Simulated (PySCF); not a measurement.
# How methods differ on the ionisation energy of Sr(15+)

Sr(15+) [Ar] 3d5 (6S) → Sr(16+) [Ar] 3d4 (5D), as a difference of total energies. All numbers are calculated (PySCF 2.14, the spin-free X2C one-electron Hamiltonian (Gaussian nucleus), in an uncontracted even-tempered set (19 s from 1.1 bohr⁻², ratio 2.5; 13 p from 1.4 bohr⁻², ratio 2.5; 9 d from 1.4 bohr⁻², ratio 2.5; 4 f from 6.7 bohr⁻², ratio 2.7; 4 g from 10 bohr⁻², ratio 2.7)). Correlated levels: outer shells: [Ne] frozen; virtual orbitals above 40 to 60 times the deepest correlated orbital energy dropped. The calculations carry no spin-orbit coupling.

```csv
method,ionisation energy (eV)
UHF,563.73
MP2 (outer shells),564.50
SCS-MP2 (outer shells),564.05
CCSD (outer shells),564.27
CCSD(T) (outer shells),564.26
```

Task: How much does correlation contribute at CCSD(T) (outer shells)?

Result: 564.26 − (563.73) = 0.53 eV, measured against UHF.

Breit and QED terms and the two-electron picture change are absent.

The reference lies between the lowest fine-structure levels, while these numbers refer to the centres of the terms.

For comparison: 562 ± 3 eV (theoretical estimate listed by NIST; NIST Atomic Spectra Database, ionization energies).
